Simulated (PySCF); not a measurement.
C4H7NSi.
SMILES with atom numbers: `[CH2:1]=[C:2]([SiH3:3])[CH2:4][C:5]#[N:6]` (hydrogens: H7, H8 on C1; H9, H10, H11 on Si3; H12, H13 on C4)

Structure used (GFN2-xTB), in Å, numbered top down from 1:
```xyz
13
C4H7NSi angstrom
C     -0.9400   -1.4639   -0.2130
C     -0.1461   -0.4032   -0.1883
Si     1.6158   -0.4294    0.5015
C     -0.6455    0.9269   -0.7063
C     -0.8973    1.8120    0.4021
N     -1.1019    2.4948    1.2960
H     -0.6108   -2.4199    0.1572
H     -1.9480   -1.4321   -0.6022
H      1.9164   -1.7853    0.9545
H      1.7136    0.5365    1.5944
H      2.5133   -0.0369   -0.5915
H      0.1039    1.3927   -1.3535
H     -1.5778    0.8084   -1.2685
```

Computed at PBE0/pcSseg-1 (PySCF, non-relativistic), with Q(14N) = 0.02044 b: N6, 14N (I = 1): χzz = -4.639 MHz, η = 0.043.

(1) Where would the pure quadrupole (NQR) lines of 14N at N6 fall for the rigid, isolated species?

## Answers

(1) From ν± = (3/4)|χ|(1 ± η/3) and ν0 = |χ|η/2: ν+ 3.529 MHz, ν− 3.430 MHz, ν0 0.099 MHz (nitrile nitrogen).

In a crystal, neighbours and librations shift these lines. GFN2-xTB bond lengths can be off by several hundredths of an ångström, more for odd bonds, and the gradients follow them. These gradients aren't converged with respect to the basis.

One conformer stands for the species.
